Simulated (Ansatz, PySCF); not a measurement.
C2H4FNOSi, SMILES F[C@H]1N=C[Si@H]1O. Atoms are numbered in the order given.

```xyz
10

O      1.8788    -0.8050     0.1951
Si     0.3124    -0.6318     0.7136
C     -1.1141    -1.0434    -0.4652
N     -1.4680     0.1801    -0.7034
C     -0.5639     0.9884     0.1457
F      0.2257     1.8007    -0.6483
H      2.1027    -0.3497    -0.6273
H      0.3136    -1.1500     2.1108
H     -1.6539    -1.8758    -0.9444
H     -1.1531     1.6378     0.8180
```

The structure is a stationary point at r2SCAN-D4/def2-SVP. The structure was generated by enumeration; whether it is a known compound was not checked. Other conformers were not sampled.

Two levels are set side by side: PBE-D3(BJ)/def2-SVP (Ansatz, a first-principles code) and r2SCAN-D4/def2-SVP (Ansatz). Each level has its own optimised geometry; the coordinates shown are those of the second. Frequencies come from the Hessian of PySCF at each geometry. Differences are taken from unrounded values.

```csv
quantity,r2SCAN-D4
mean bond length (Å),1.431
bond O1–Si2 (Å),1.659
bond Si2–C3 (Å),1.896
bond Si2–C5 (Å),1.928
bond C3–N4 (Å),1.296
bond N4–C5 (Å),1.481
bond C5–F6 (Å),1.383
bond O1–H7 (Å),0.966
bond Si2–H8 (Å),1.490
bond C3–H9 (Å),1.102
bond C5–H10 (Å),1.105
highest harmonic wavenumber (cm⁻¹),3856
mean harmonic wavenumber (cm⁻¹),1149
zero-point energy (kcal/mol),39.43
```

Task: What does PBE-D3(BJ) give, and how far is it from r2SCAN-D4? (An estimate is asked for; the answer gives what the named calculation found.)

Result: 
| quantity | PBE-D3(BJ) | PBE-D3(BJ) minus r2SCAN-D4 |
|---|---|---|
| mean bond length (Å) | 1.440 | 0.009 |
| bond O1–Si2 (Å) | 1.676 | 0.017 |
| bond Si2–C3 (Å) | 1.906 | 0.010 |
| bond Si2–C5 (Å) | 1.944 | 0.016 |
| bond C3–N4 (Å) | 1.302 | 0.006 |
| bond N4–C5 (Å) | 1.485 | 0.005 |
| bond C5–F6 (Å) | 1.386 | 0.003 |
| bond O1–H7 (Å) | 0.975 | 0.008 |
| bond Si2–H8 (Å) | 1.503 | 0.013 |
| bond C3–H9 (Å) | 1.109 | 0.007 |
| bond C5–H10 (Å) | 1.114 | 0.009 |
| highest harmonic wavenumber (cm⁻¹) | 3744 | -113 |
| mean harmonic wavenumber (cm⁻¹) | 1117 | -32 |
| zero-point energy (kcal/mol) | 38.33 | -1.10 |
